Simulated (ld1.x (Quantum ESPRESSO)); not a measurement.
Pseudopotential generation for W: TM semilocal, BP86, scalar-relativistic.

ld1.x (Quantum ESPRESSO) 7.5 input, shortened:

```
&input
   title='W', zed=74., rel=1, dft='BP', iswitch=3,
   config='[Xe] 4f14 5d4 6s1.75 6p0.25'
 /
 &inputp
   pseudotype=1, tm=.true., lloc=0,
   nlcc=.true., new_core_ps=.true.
 /
4
5P  2  1   6.00   0.00  1.60  1.60  0.0
5D  3  2   4.00   0.00  1.95  1.95  0.0
4F  4  3  14.00   0.00  0.60  0.60  0.0
5S  1  0   2.00   0.00  1.50  1.50  0.0
 &test
   configts(1)='4f14 5s2 5p6 5d4 6s1.75 6p0.25'
 /
```

Occupied shells without a wave of their own: 6p, 6s. They enter only through the test configuration that unscreens the potential, and ld1.x also counts them in the model core charge.

All-electron outer shells of the reference configuration (BP86, scalar-relativistic, ld1.x):

```tsv
shell	level (eV)	outermost node (bohr)	outermost maximum (bohr)
4p	-424.24	0.24	0.44
4d	-238.96	0.22	0.45
5s	-79.64	0.53	0.96
5p	-43.75	0.57	1.09
4f	-33.76	–	0.43
6s	-6.15	1.28	2.64
5d	-4.99	0.63	1.49
6p	-1.67	1.54	3.70
```

Task: Does the generator finish with these settings?

Result: Yes, a potential is produced.

Task: Tests: 4f14 5s2 5p6 5d4 6s2 6p0; 4f14 5s2 5p6 5d4 6s1 6p0; 4f14 5s2 5p6 5d4 6s0 6p0; 4f14 5s2 5p6 5d4 6s0 6p2; 4f14 5s2 5p6 5d3 6s0 6p0; 4f13 5s2 5p6 5d4 6s2 6p0; 4f13 5s2 5p6 5d5 6s1 6p0. Which has the largest error in its energy relative to the reference configuration, and how large is it?

Result: 4f14 5s2 5p6 5d3 6s0 6p0, with -3461 meV (all-electron minus pseudo) on +49.33 eV.

A Bessel basis up to 400 Ry misses an occupied level by 1.03 Ry, so cutoffs and ghosts were not judged. The potential misses its own reference levels by up to 0.7 eV. ld1.x takes every shell without a wave as core, so the model core holds the 6p, 6s electrons as well and exchange and correlation see them twice. This cancels in the reference configuration, but the file is broken for other ones, and its errors say nothing about a proper core correction.
